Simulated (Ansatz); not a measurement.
`FCOBO[SiH3]` → `OB([SiH3])OCF`  (isomerisation)

Calculated with Ansatz (gas phase, PBE0-D4/def2-TZVP geometries, no zero-point term in ΔE). CCSD(T)/CBS is the MP2 limit (def2-TZVPP, def2-QZVPP) plus CCSD(T) − MP2 in def2-TZVPP, frozen cores. DFT in def2-TZVPP. B3LYP here is the variant with VWN-RPA as its local correlation; programs differ in this. One conformer a species, not always the lowest.

| level | ΔE (kJ/mol) | difference from CCSD(T)/CBS |
| --- | --- | --- |
| PBE-D4 | 93.5 | -23.9 |
| r2SCAN-D4 | 111.1 | -6.3 |
| PBE0-D4 | 102.7 | -14.7 |
| B3LYP-D4 | 116.6 | -0.8 |
| ωB97X-V | 113.5 | -3.9 |
| ωB97M-V | 117.2 | -0.2 |
| B2PLYP | 121.4 | 4.0 |
| PBE | 94.3 | -23.1 |
| r2SCAN | 111.2 | -6.2 |
| PBE0 | 103.4 | -14.0 |
| B3LYP | 118.0 | 0.6 |
| HF/def2-TZVPP | 145.1 | 27.7 |
| MP2/def2-TZVPP | 124.0 | 6.6 |
| SCS-MP2/def2-TZVPP | 127.9 | 10.5 |
| CCSD/def2-TZVPP | 120.1 | 2.7 |
| CCSD(T)/def2-TZVPP | 115.9 | -1.5 |
| HF/def2-QZVPP | 147.5 | 30.1 |
| MP2/def2-QZVPP | 125.7 | 8.3 |
| SCS-MP2/def2-QZVPP | 129.4 | 12.0 |
| HF/CBS(def2) | 147.8 | 30.4 |
| MP2/CBS(def2) | 125.5 | 8.1 |
| CCSD/CBS(def2) | 121.6 | 4.2 |
| CCSD(T)/CBS | 117.4 | 0 |

Largest T1 diagnostic among the species: 0.013.

From PBE to PBE0 (25 % exact exchange), in def2-TZVPP and without D4, ΔE moves by +9.1 kJ/mol. In def2-TZVPP, CCSD(T) changes the Hartree–Fock value by −29.2 kJ/mol (the triples alone add −4.2 kJ/mol) and MP2 by −21.1 kJ/mol.
